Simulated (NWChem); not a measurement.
ZnF cation; SMILES [F][Zn+]

```xyz
2

Zn     0.0000     0.0000    -0.3967
F      0.0000     0.0000     1.3223
```
Atoms are numbered in this order, from 1.

Program: NWChem. Pople sets run with spherical d functions. Medium grid unless said otherwise, to which SCAN and Minnesota functionals are sensitive. Geometry: optimised at PBE0/def2-SVP.

### Question
Among these, which level gives the highest value of “orbital gap (eV)”?
A. LDA (Slater exchange, VWN5)/6-31G*
B. BLYP/6-31G*
C. B3LYP/6-31G*
D. LC-wPBE (HJS exchange hole, range parameter 0.4 per bohr)/6-31G*

### Answer
D, LC-wPBE (HJS exchange hole, range parameter 0.4 per bohr)/6-31G*. Values: BLYP/6-31G* 2.23; LDA (Slater exchange, VWN5)/6-31G* 2.40; B3LYP/6-31G* 4.39; LC-wPBE (HJS exchange hole, range parameter 0.4 per bohr)/6-31G* 10.07
